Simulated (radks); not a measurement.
Charge is removed step by step from the 3p down level of the titanium ion Ti2+, starting from [Ne] 3s2 3p(up 3, down 3) 3d2. All-electron calculation, scalar-relativistic Kohn-Sham, PBE, spin-polarised, spherical densities, point nucleus; open shells are filled with parallel spins first. Program: a radial shooting solver on a logarithmic mesh with Libxc functionals.

removed (e)  E - E(0) (eV)  eigenvalue (eV)  E minus straight line (eV)
0                    0.000          -53.627                       0.000
0.1                  5.438          -55.164                      -0.720
0.2                 11.032          -56.724                      -1.285
0.3                 16.782          -58.304                      -1.694
0.4                 22.691          -59.905                      -1.943
0.5                 28.762          -61.523                      -2.031
0.6                 34.994          -63.159                      -1.957
0.7                 41.392          -64.811                      -1.718
0.8                 47.955          -66.478                      -1.313
0.9                 54.686          -68.159                      -0.741
1                   61.585          -69.853                       0.000

Removing the whole electron costs 61.585 eV by Delta-SCF, against 53.627 eV from minus the eigenvalue at the starting occupation. Slater's transition state (half an electron removed) gives 61.523 eV. Integrating minus the eigenvalue over the occupation (Janak's theorem) gives 61.595 eV. In this scalar-relativistic scheme the density is built from large components alone, so the theorem holds only approximately. The mean slope of the eigenvalue, de/dn, is 16.2 eV per electron.
